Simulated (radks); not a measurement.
Results of a calculation; reference values are marked as such.
Q: All-electron atom: Eu V in [Xe] 4f5. Code: a radial shooting solver on a logarithmic mesh with Libxc functionals. Model: Dirac Kohn-Sham, PBEsol, spin-unpolarised, spherical densities, point nucleus; open shells fill j = l - 1/2 first.

Spin-orbit splittings of the eigenvalues, e(l+1/2) - e(l-1/2), with zeta = 2 splitting/(2l+1) and mean radii in bohr:

shell  occ.  splitting (eV)  zeta (eV)  <r> j=l-1/2  <r> j=l+1/2
2p        6           647.5      431.7      0.07909      0.08582
3p        6               ?          ?       0.2389       0.2518
3d       10           28.70      11.48       0.2237       0.2277
4p        6           29.47      19.65       0.5769       0.6057
4d       10           5.342      2.137       0.6420       0.6520
4f        5          0.7370     0.2106       0.8200       0.8280
5p        6           4.676      3.117        1.445        1.519

Estimate the 3p splitting.

A: 131.9 eV (zeta = 87.95 eV).
